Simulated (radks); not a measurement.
Task: The hafnium ion Hf4+, [Xe] 4f14. Calculated with a radial shooting solver on a logarithmic mesh with Libxc functionals: non-relativistic Kohn-Sham, exchange-only PBE, spin-polarised, spherical densities, point nucleus. Every spin shell is full or empty, so the densities are truly spherical. Functionals are evaluated on that one density, not self-consistently. Rank these orbital-free kinetic functionals by their error against the exact value of the orbitals, and give that value: Thomas-Fermi, von Weizsacker, TF + vW, TF + vW/5, APBEK, Perdew 92, Thakkar, Pearson, DePristo-Kress, Ernzerhof.

Result: Exact: 14318.0 hartree. From best to worst, with 100 (|E| - |E exact|)/|E exact| (equal figures are ties): APBEK -0.01, DePristo-Kress -0.24, Ernzerhof -0.53, Perdew 92 -0.74, Thakkar -0.80, Pearson -0.92, TF + vW/5 +2.51, Thomas-Fermi -4.83, TF + vW +31.90, von Weizsacker -63.26.
